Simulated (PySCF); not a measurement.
## Finite-field polarisability of As (arsenic, neutral)

[Ar] 3d10 4s2 4p3, high-spin 4S determinant. Calculation: PySCF 2.14, in def2-TZVPPD (7s5p5d1f, 54 functions); the non-relativistic Hamiltonian (point nucleus). Frozen: [Ar] 3d10. Energy changes in a uniform field (μhartree):

| axis | F (au) | HF | MP2 | CCSD | CCSD(T) |
| --- | --- | --- | --- | --- | --- |
| x | 0.0026 | -99.778 | -97.504 | -97.438 | -97.367 |
| x | 0.0052 | -399.123 | -390.026 | -389.757 | -389.471 |

(1) Derive α along x at CCSD(T) from the two fields.

(2) And the mean polarisability at each level?

Answers

(1) With ΔE = −αF²/2 − γF⁴/24, α = −(16 ΔE(F) − ΔE(2F))/(6F²) = 28.81 bohr³.

(2) HF 29.52, MP2 28.85, CCSD 28.83, CCSD(T) 28.81 bohr³. Reference: 30 ± 1 bohr³ (recommended; Schwerdtfeger and Nagle, table of static dipole polarizabilities (2023 update)).
